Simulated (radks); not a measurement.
Results of a calculation; reference values are marked as such.
Radial electron density D(r) = 4 pi r^2 rho(r) of an atom or ion with 58 electrons. Level of theory: scalar-relativistic Kohn-Sham, r2SCAN, spin-polarised, spherical densities, finite nucleus; meta-GGA in the generalised Kohn-Sham scheme; Fermi nuclear charge, rms radius of each element as measured or else 0.836 A^(1/3) + 0.57 fm (a radial shooting solver on a logarithmic mesh with Libxc functionals).

```
   r/bohr * D(r) (the largest magnitude, 108, reaches the edge; | marks zero)
  0.00191 |    *
 0.002527 |       *
 0.003371 |           *
  0.00446 |                *
 0.005948 |                       *
 0.007871 |                              *
   0.0105 |                                     *
    0.014 |                                         *
  0.01853 |                                        *
  0.02471 |                                     *
  0.03269 |                                    *
   0.0436 |                                          *
  0.05769 |                                                    *
  0.07695 |                                                      *
   0.1018 |                                             *
   0.1358 |                                         *
   0.1811 |                                               *
   0.2396 |                                          *
   0.3196 |                       *
   0.4229 |                   *
    0.564 |                      *
   0.7463 |              *
   0.9954 |      *
    1.317 |    *
    1.757 |  *
    2.343 |*
      3.1 *
    4.135 *
```

What is the nuclear charge?

Answer. Z = 62. The innermost maximum, from 1s, lies near gamma/Z bohr with gamma = sqrt(1 - (Z/c)^2) = 0.892, here 0.0144 bohr (found: 0.0158), and its height grows with Z. The density is that of the samarium ion Sm4+ in [Xe] 4f4; the configuration itself is not fixed sharply by these data, and Z only to a few units. D(r) has 4 maxima, at r = 0.0158, 0.0699, 0.196, 0.538 bohr, and minima at 0.0302, 0.129, 0.390 bohr, inside which lie 1.94, 11.18, 29.19 electrons.
